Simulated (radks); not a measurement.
Values are calculated unless marked as measured or tabulated.
Q: Rb+, configuration [Ar] 3d9.5 4s2 4p6 4f0.5 (fractional occupations, a model configuration). Level of theory: Dirac Kohn-Sham, LDA (Slater exchange, Perdew-Zunger correlation), spin-unpolarised, spherical densities, finite nucleus; open shells are shared between the two j in proportion to 2j + 1; Fermi nuclear charge, rms radius 4.2036 fm (a radial shooting solver on a logarithmic mesh with Libxc functionals).

Spin-orbit splittings of the eigenvalues, e(l+1/2) - e(l-1/2), with zeta = 2 splitting/(2l+1) and mean radii in bohr:

shell  occ.  splitting (eV)  zeta (eV)  <r> j=l-1/2  <r> j=l+1/2
2p        6           60.66      40.44       0.1524       0.1565
3p        6           9.249      6.166       0.5094       0.5198
3d      9.5               ?          ?       0.5164       0.5200
4p        6           1.009     0.6727        1.615        1.649
4f      0.5      0.00001029  2.941e-06        10.65        10.65

Estimate the 3d splitting.

A: 1.589 eV (zeta = 0.6357 eV).
